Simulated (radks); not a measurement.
Spherical quantum dot in the effective-mass picture: electrons in a parabolic well V = omega^2 r^2 / 2 with omega = 0.4, with a point charge +1 (a donor) at the centre, all in effective atomic units (hartree* = m*/eps^2 hartree, bohr* = eps/m* bohr), one dielectric constant everywhere. Calculated with a radial shooting solver with Libxc functionals: non-relativistic Kohn-Sham, exchange-only LDA, spin-polarised, spherical densities. Levels are named by radial order and angular momentum (1s, 1p, 1d, 2s, ...), and open shells are averaged over m. Results are scaled to m* = 0.068 and eps = 8.2, for which hartree* = 27.52 meV and bohr* = 6.381 nm.

N = 2, configuration 1s2. This is the lowest configuration that the search found. Occupied and some empty levels:

level,occupation,eigenvalue (meV),<r> (nm)
1s,2,17.558,8.985
1p,0,33.332,14.88
2s,0,39.968,16.26
1d,0,44.699,18.25

Energy (meV): total 4.39881, kinetic 28.534, external -44.653, Hartree 35.817, exchange-correlation -15.300.

Electron density:

r (nm),n(r) (e/nm^3)
0.909,0.001768
2.43,0.001110
3.95,0.0007054
5.47,0.0004523
6.99,0.0002907
8.51,0.0001860
10.0,0.0001175
11.5,0.00007292
13.1,0.00004417
14.6,0.00002601
16.1,0.00001485
17.6,8.191e-06
19.1,4.360e-06
